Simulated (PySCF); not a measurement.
Species: SiHF3.
Z-matrix (Å and degrees, PBE0-D3(BJ)/def2-SVP geometry), rows numbered from 1:
```
Si
H   1  1.4663
F   1  1.5985  2  110.99
F   1  1.5985  2  110.91  3  -120.01
F   1  1.5985  2  110.97  3   119.97
```

The closed-shell ground state was solved at several levels (PySCF, density fitting, gas phase, non-relativistic).

```tsv
level	basis functions	HOMO (eV)	LUMO (eV)	gap (eV)	dipole (D)
B3LYP/pcSseg-1	80	-11.13	0.83	11.96	1.59
CAM-B3LYP/def2-SVPD	101	-12.96	1.09	14.05	1.66
```

(1) What might PBE0/pcSseg-1 (80 basis functions) give for the same quantities?

(2) Over all these levels, which gives the widest orbital gap and which the narrowest?

(3) How far do the dipole and the HOMO energy spread over the levels?

Results:

(1) HOMO -11.38 eV, LUMO 1.18 eV, gap 12.56 eV, dipole 1.61 D.

(2) CAM-B3LYP/def2-SVPD (range-separated hybrid) has the widest, 14.05 eV, and B3LYP/pcSseg-1 (global hybrid, 20 % exact exchange) the narrowest, 11.96 eV. Functional and basis both differ between the two, so the spread mixes both effects.

(3) The dipole runs from 1.59 to 1.66 D (mean 1.62 D) and the HOMO from -12.96 to -11.13 eV.
